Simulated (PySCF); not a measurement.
# Computed structure and properties of Pb(OH)2

System: Pb(OH)2 (singlet); start: template (C2). Method: PySCF 2.14.0, RKS PBE0, Pb def2-SVP with ECP60, O def2-SVP, H def2-SVP; non-relativistic Hamiltonian with scalar-relativistic core potentials where named; density fitting; no spin-orbit coupling.

Input of the relaxation:

```python
mol = gto.M(atom='''
Pb    -0.00000    -0.00000    -0.12324
O      1.95190    -0.00000     0.75026
H      2.91140    -0.09060     0.80936
O     -1.95190     0.00000     0.75026
H     -2.91140     0.09060     0.80936''',
    basis={'Pb': 'def2-SVP', 'O': 'def2-SVP', 'H': 'def2-SVP'},
    ecp={'Pb': 'def2-SVP'},
    charge=0, spin=0)
mf = dft.RKS(mol, xc='PBE0')
mf.grids.atom_grid = (50, 194)
mf = mf.density_fit()  # fitting sets: Pb def2-universal-JKFIT, O def2-universal-JKFIT, H def2-universal-JKFIT
mf.conv_tol = 1e-08; mf.max_cycle = 55
mf.kernel(dm0)  # dm0: converged density of the start geometry
# quasi-Newton relaxation in Cartesian coordinates to a largest gradient under 0.00045 Eh/bohr, steps kept in the point group
```

Run from Python with OMP_NUM_THREADS=2; the lines above give its settings. Where DIIS fails, smearing, a level shift and second-order steps follow.
It took 79 s on 2 threads of Intel(R) Xeon(R) Processor @ 2.50GHz (Skylake/Cascade Lake), with other jobs on the host, from the converged density of the start.

Course of the relaxation:

```json
{"step": "0", "energy above end (eV)": "1.0333", "largest force component within the symmetry (eV/Å)": "0.518"}
{"step": "1", "energy above end (eV)": "0.8499", "largest force component within the symmetry (eV/Å)": "0.644"}
{"step": "2", "energy above end (eV)": "0.6053", "largest force component within the symmetry (eV/Å)": "0.822"}
{"step": "3", "energy above end (eV)": "0.4770", "largest force component within the symmetry (eV/Å)": "1.480"}
{"step": "4", "energy above end (eV)": "0.4241", "largest force component within the symmetry (eV/Å)": "1.993"}
{"step": "5", "energy above end (eV)": "0.3409", "largest force component within the symmetry (eV/Å)": "1.117"}
{"step": "6", "energy above end (eV)": "0.2869", "largest force component within the symmetry (eV/Å)": "1.126"}
{"step": "7", "energy above end (eV)": "0.1939", "largest force component within the symmetry (eV/Å)": "1.225"}
{"step": "11", "energy above end (eV)": "0.0332", "largest force component within the symmetry (eV/Å)": "0.296"}
{"step": "12", "energy above end (eV)": "0.0263", "largest force component within the symmetry (eV/Å)": "0.996"}
{"step": "13", "energy above end (eV)": "0.0061", "largest force component within the symmetry (eV/Å)": "0.067"}
{"step": "14", "energy above end (eV)": "0.0021", "largest force component within the symmetry (eV/Å)": "0.101"}
{"step": "15", "energy above end (eV)": "0.0003", "largest force component within the symmetry (eV/Å)": "0.094"}
{"step": "16", "energy above end (eV)": "0.0000", "largest force component within the symmetry (eV/Å)": "0.004"}
```
(The steps between are left out.)

Relaxed geometry (C2v):

```xyz
5

Pb    0.0000    0.0000   -0.4229
O     1.5008   -0.0395    1.0487
H     2.3842   -0.0643    0.6607
O    -1.5008    0.0395    1.0487
H    -2.3842    0.0643    0.6607
```

| contact | Å |
| --- | --- |
| Pb1–O2 (OH) | 2.102 |
| Pb1–O4 (OH) | 2.102 |

On the finer grid (75, 302):

```
HOMO                                                          : -7.03 eV
LUMO                                                          : -1.86 eV
Dipole about the centre of mass                               : 4.57 D
Set of Mulliken populations of Pb1 outside the core potential : s 3.91, p 7.25, d 10.14
D3(BJ) dispersion energy (not in the energies)                : -0.062 eV
```

| atom | Mulliken (e) | Löwdin (e) | spin (e) |
| --- | --- | --- | --- |
| Pb1 | 0.70 | 0.56 | 0.00 |
| O2 | -0.52 | -0.33 | 0.00 |
| H3 | 0.17 | 0.05 | 0.00 |
| O4 | -0.52 | -0.33 | 0.00 |
| H5 | 0.17 | 0.05 | 0.00 |

A rough frequency check found all modes real, so this is a minimum.

Taking off one OH (charge -1, singlet; the rest: singlet) in vacuum, both parts rigid, costs 10.34 eV; the small basis without counterpoise inflates it. Most of it is the attraction of opposite charges; other ways to part are cheaper, and one spin state was tried for the rest.

Rigid scan of OH along the line from its metal:

(distance to O2 (Å), energy (eV)): (1.80, 1.296), (1.90, 0.489), (2.00, 0.104), (2.10, 0.000), (2.20, 0.075), (2.30, 0.263), (2.50, 0.805), (2.80, 1.706), (3.20, 2.732), (3.70, 3.640)

One start shape was tried, so this needn't be the lowest isomer.
